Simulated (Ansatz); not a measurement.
# Ligand exchange: C2H7NSi + C4H8O → C2H6OSi + C4H9N

Species: C2H7NSi `C=C[SiH2]N`, singlet; C4H8O (cyclobutanol) `OC1CCC1`, singlet; C2H6OSi `C=C[SiH2]O`, singlet; C4H9N (cyclobutylamine) `NC1CCC1`, singlet. The partners trade NH2 for OH: Si–NH2 and C–OH bonds give way to Si–OH and C–NH2.

Shapes, held fixed at every level: PBE0-D4/def2-TZVP. Flexible molecules stand in one conformer, not always the lowest. Programs: Ansatz 0.2.0. The zero-point and thermal change to 298 K, harmonic and unscaled (PBE0-D4/def2-TZVP), is +1.9 kJ/mol.

```tsv
level	kind	ΔH(298 K) (kJ/mol)	less CCSD(T)/CBS estimate	CPU time (sum over the molecules)
r2SCAN-D4/def2-TZVPP	meta-GGA	-43.3	+3.4	80 s
B3LYP-D4/def2-TZVPP	global hybrid	-43.6	+3.1	71 s
PBE0-D4/def2-TZVPP	global hybrid	-42.2	+4.5	44 s
r2SCAN0-D4/def2-TZVPP	global hybrid	-44.1	+2.6	75 s
B2PLYP/def2-TZVPP	double hybrid	-45.7	+1.0	84 s
CCSD(T)/def2-SVP	coupled cluster or CI	-43.9	+2.8	76 s
CCSD/def2-TZVPP	coupled cluster or CI	-47.2	-0.5	–
CCSD(T)/CBS estimate	coupled cluster or CI	-46.7	0.0	44 min
```

The highest level, CCSD(T)/CBS estimate, gives ΔH(298 K) = -46.7 kJ/mol; the levels span -47.2 to -42.2. The column of differences is taken from that level and isn't an error. No measured value is set beside it here. The CBS estimate extrapolates MP2 from def2-TZVPP and def2-QZVPP and adds CCSD(T) − MP2 in the triple-zeta set, cores frozen. Times are processor times on shared x86 and Arm servers, and rough.
